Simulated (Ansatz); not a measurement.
CH4O2SSi can be A, `O[SiH]1OCS1`, or B, `O[C@@H]1S[Si@@H]1O`.

Computed with Ansatz on PBE0-D4/def2-TZVP structures; ΔE is electronic, products minus reactants. CCSD(T)/CBS adds triple-zeta CCSD(T) − MP2 to the extrapolated MP2 energy (def2 sets, frozen cores). DFT in def2-TZVPP. B3LYP here is the variant with VWN-RPA as its local correlation; programs differ in this. Each species was taken in one conformer, which may not be the lowest.

A:

```xyz
9

O    -0.907   -1.859   -0.795
Si   -0.779   -0.552    0.163
O     0.729   -0.245    0.786
C     0.924    1.061    0.269
S    -0.598    1.359   -0.744
H    -0.349   -1.895   -1.576
H    -1.823   -0.766    1.181
H     1.816    1.105   -0.359
H     0.987    1.793    1.075
```

B:

```xyz
9

O     0.244   -1.374    0.905
C    -0.042   -0.857   -0.347
S     1.368    0.122   -1.195
Si   -0.375    0.952   -0.424
O    -0.393    1.811    0.959
H     0.843   -2.122    0.813
H    -0.449   -1.577   -1.054
H    -1.366    1.564   -1.323
H     0.168    1.481    1.666
```

**Question.** Which is lower in electronic energy at CCSD(T)/CBS, and by how much? (Best estimate.)

**Answer.** The calculation gave: A, by 156.5 kJ/mol.

**Question.** Give E(B) − E(A) in kJ/mol with B2PLYP, PBE0-D4, MP2/def2-TZVPP, CCSD(T)/def2-TZVPP, HF/def2-TZVPP, B3LYP-D4, PBE-D4. (Estimate.)

**Answer.** Computed: B2PLYP 155.7, PBE0-D4 148.0, MP2/def2-TZVPP 159.5, CCSD(T)/def2-TZVPP 158.8, HF/def2-TZVPP 177.5, B3LYP-D4 151.2, PBE-D4 136.9. None reverses the order clearly.

Largest T1 diagnostic: 0.013.

In def2-TZVPP, CCSD(T) changes the Hartree–Fock value by −18.7 kJ/mol (the triples alone add −4.0 kJ/mol) and MP2 by −18.0 kJ/mol. From PBE to PBE0 (25 % exact exchange), in def2-TZVPP and without D4, E(B) − E(A) moves by +11.2 kJ/mol.
